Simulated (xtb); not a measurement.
Ge(H)2(F)(NH2) (FGeH4N), SMILES [F][GeH2][NH2]. All values are semi-empirical tight-binding results from xtb (GFN2-xTB unless named), good for trends rather than for accurate numbers. Geometry: GFN2-xTB. One conformer was computed; it need not be the lowest.

For metal compounds this method's bond lengths and energies can be far off.

```
Property                                       Value
-------------------------------------  -------------
orbital gap                                  7.15 eV
zero-point energy                      25.1 kcal/mol
G − E(el) at 298.15 K (modified RRHO)   7.4 kcal/mol
```
